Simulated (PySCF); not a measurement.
C2H5ClFGa. Atoms are numbered in the order given.

```xyz
10

Ga     0.1164    -0.0851     0.0000
F      1.8693     0.0715     0.0000
Cl    -0.5283    -2.1427     0.0000
C     -1.0356     1.5069     0.0000
C     -0.2718     2.8338     0.0000
H     -1.6930     1.4108     0.8805
H     -1.6930     1.4108    -0.8805
H      0.3746     2.9340    -0.8855
H      0.3746     2.9340     0.8855
H     -0.9690     3.6881     0.0000
```

Coordinates come from a B3LYP-D3(BJ)/def2-SVP optimisation. The structure was generated by enumeration; whether it is a known compound was not checked. The values are those of a single conformer.

Method: TDA-PBE/def2-SVPD (PySCF 2.14.0).

Vertical excitations. The molecule is in vacuum. State labels are in the subgroup Cs.

| state | symmetry | energy (eV) | λ (nm) | f | main pairs |
|---|---|---|---|---|---|
| S1 | A" | 5.71 | 217 | 0.004 | HOMO→LUMO+1 95 % |
| S2 | A' | 5.88 | 211 | 0.071 | HOMO→LUMO 68 %, HOMO−1→LUMO 29 % |
| S3 | A" | 6.10 | 203 | 0.002 | HOMO−1→LUMO+1 64 %, HOMO−2→LUMO 35 % |
| S4 | A" | 6.14 | 202 | 0.021 | HOMO−2→LUMO 63 %, HOMO−1→LUMO+1 32 % |
| S5 | A' | 6.22 | 199 | 0.071 | HOMO−1→LUMO 49 %, HOMO−2→LUMO+1 28 %, HOMO→LUMO 18 % |
| S6 | A' | 6.57 | 189 | 0.132 | HOMO−2→LUMO+1 61 %, HOMO−1→LUMO 17 % |
| S7 | A" | 7.05 | 176 | 0.000 | HOMO−4→LUMO 99 % |
| S8 | A' | 7.12 | 174 | 0.008 | HOMO−3→LUMO 81 %, HOMO−4→LUMO+1 14 % |
| S9 | A" | 7.15 | 173 | 0.001 | HOMO−3→LUMO+1 97 % |
| S10 | A' | 7.21 | 172 | 0.010 | HOMO−4→LUMO+1 76 %, HOMO−3→LUMO 12 % |
| T1 | A' | 5.20 | 238 | 0 | HOMO→LUMO 97 % |
| T2 | A" | 5.38 | 230 | 0 | HOMO→LUMO+1 98 % |
| T3 | A' | 5.75 | 216 | 0 | HOMO−1→LUMO 97 % |
| T4 | A" | 5.83 | 213 | 0 | HOMO−2→LUMO 95 % |
Triplets are in the Tamm–Dancoff approximation.
